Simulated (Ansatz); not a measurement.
Ansatz (an electronic-structure program) input (PBE0/def2-TZVP):

Ansatz 0.2 input:
```yaml
crystal:
  periodic: [false, false, false]
  atoms:
    - {symbol: B, position_ang: [-0.01382409, -0.01732877, -0.00217690]}
    - {symbol: F, position_ang: [-0.38360792, 1.25570353, 0.13149235]}
    - {symbol: F, position_ang: [-0.95870390, -0.93381623, -0.12135966]}
    - {symbol: O, position_ang: [1.28086830, -0.39323323, -0.01918118]}
    - {symbol: H, position_ang: [1.90298047, 0.33552400, 0.07313976]}
basis:
  gaussian:
    orbitals: def2-TZVP
hamiltonian:
  xc: {name: PBE0}
relax: {f_tol: 0.003, max_steps: 100}
```

End of the output:

```
these checks for a lower state are left out or cut short: starts, cluster_reference, orbital_swaps, neighbouring_geometries, increment
integrals: 0.03 GiB planned
676 factors; their error is unknown
mean field: 0.39 GiB planned
mean field -8173.53134823 eV, -300.3717368289 hartree, gradient 1.2e-5 eV, S^2 0.000000; 0 other end points of the search recorded, 0 dependent functions left out
the calculation of the forces begins
reference -8173.53137268 eV, -300.3717377273 hartree; 16, 16 occupied and 114, 114 virtual orbitals, 676 factors
relax step   5: F+E_penalty+E_count = -8173.53134823 eV  Δ(F+E_penalty+E_count) = -1.926e-5 eV  max|allowed force component| = 9.637e-3 eV/Å  Δτ_max = 0.0010 Å  (33 SCF iters, accepted)
these checks for a lower state are left out or cut short: starts, cluster_reference, orbital_swaps, neighbouring_geometries, increment
integrals: 0.03 GiB planned
676 factors; their error is unknown
mean field: 0.39 GiB planned
mean field -8173.53135089 eV, -300.3717369265 hartree, gradient 1.2e-5 eV, S^2 0.000000; 0 other end points of the search recorded, 0 dependent functions left out
the calculation of the forces begins
reference -8173.53137533 eV, -300.3717378249 hartree; 16, 16 occupied and 114, 114 virtual orbitals, 676 factors
relax step   6: F+E_penalty+E_count = -8173.53135089 eV  Δ(F+E_penalty+E_count) = -2.656e-6 eV  max|allowed force component| = 3.429e-4 eV/Å  Δτ_max = 0.0006 Å  (33 SCF iters, accepted)
integrals: 0.03 GiB planned
676 factors; their error is unknown
mean field: 0.39 GiB planned
mean field evaluation 64: about -8168.7241 eV, gradient 5.8e1 eV
mean field -8173.53135089 eV, -300.3717369265 hartree, gradient 1.2e-5 eV, S^2 0.000000; 1 other end points of the search recorded, 0 dependent functions left out
the calculation of the forces begins
reference -8173.53137533 eV, -300.3717378249 hartree; 16, 16 occupied and 114, 114 virtual orbitals, 676 factors
Total energy: -8173.53137533 eV, -300.3717378249 hartree
Atom 0 at    -0.012020    -0.017866    -0.002202 Å, force     0.000041     0.000080     0.000010 eV/Å
Atom 1 at    -0.377816     1.251259     0.131111 Å, force     0.000088     0.000080     0.000011 eV/Å
Atom 2 at    -0.954800    -0.929867    -0.120849 Å, force     0.000118    -0.000177    -0.000017 eV/Å
Atom 3 at     1.279466    -0.394694    -0.019369 Å, force    -0.000343     0.000004    -0.000006 eV/Å
Atom 4 at     1.892882     0.338017     0.073224 Å, force     0.000096     0.000013     0.000003 eV/Å
Dipole moment:     0.346983     0.230536     0.032051 e Å
```
